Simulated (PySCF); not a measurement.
# Two-component Hartree-Fock for Tc⁻ (technetium, charge -1)

Start: [Kr] 4d6 5s2; 4d3/2 filled at m_j = -3/2, -1/2, +1/2, +3/2; 4d5/2 filled at m_j = +3/2, +5/2. Calculated with PySCF 2.14 in x2c-SVPall-2c with one added diffuse shell each of s, p, d type (7s9p7d1f, 76 functions): generalised Hartree-Fock with the X2C-1e Hamiltonian and a Gaussian nucleus; one run each with spin-orbit coupling (SO) switched off, then screened by Boettger's factors.

| spinor shell | electrons | ε, spin-free (eV) | ε, screened SO (eV) | weight of nominal j (screened SO) | rms radius, screened SO (bohr) |
| --- | --- | --- | --- | --- | --- |
| 1s1/2 | 2 | -21147.2 | -21146.0 | 1.000 | 0.0394 |
| 2s1/2 | 2 | -3086.5 | -3086.1 | 1.000 | 0.162 |
| 2p1/2 | 2 | -2755.5 | -2837.3 | 1.000 | 0.141 |
| 2p3/2 | 4 | -2755.5 | -2717.1 | 1.000 | 0.145 |
| 3s1/2 | 2 | -564.30 | -564.19 | 1.000 | 0.441 |
| 3p1/2 | 2 | -452.48 | -466.67 | 1.000 | 0.439 |
| 3p3/2 | 4 | -452.48 | -445.74 | 1.000 | 0.450 |
| 3d3/2 | 4 | -271.65 | -274.13 | 0.981 | 0.433 |
| 3d5/2 | 6 | -271.65 | -269.87 | 0.987 | 0.437 |
| 4s1/2 | 2 | -82.105 | -82.067 | 1.000 | 1.14 |
| 4p1/2 | 2 | -48.799 | -53.512 | 0.710 | 1.27 |
| 4d3/2 | 4 | -5.720 | -5.522 | 0.671 | 2.01 |
| 4d5/2 | 2 | -5.720 | -6.121 | 0.885 | 1.97 |
| 5s1/2 | 2 | -1.060 | -1.062 | 0.998 | 6.36 |

(1) Where does 4p3/2 lie, and what is the 4p spin-orbit splitting (screened SO)?

```csv
quantity,spin-free,screened SO
E (hartree),-4282.35954,-4282.89190
M_J,4,4
⟨J²⟩,20.426,20.430
⟨L²⟩,6.010,6.052
⟨S²⟩,6.415,6.405
```

At GHF the highest occupied level has a positive energy, so only the finite basis holds that electron. The determinant has a definite M_J but mixes levels of different J.

Each row is a mean over spinors that exchange with the open shell spreads, by up to 7.788 eV (4p3/2).

Rows whose weight is well below 1 are mixtures of j = l ± 1/2: exchange outweighs spin-orbit coupling there, and the label is only the starting occupation.

Breit and QED terms are absent; they matter most for the inner s and p1/2 levels.

Densities and radii are taken from the X2C orbitals without a picture-change correction, which distorts them close to the nucleus.

Without spin-orbit coupling the j labels of p, d and f shells carry no meaning; the spin-free column gives the mean over the occupied spinors of each nl shell, and its ⟨J²⟩ belongs to a mixture of degenerate components.

Results:

(1) At -46.468 eV, 7.045 eV above 4p1/2.
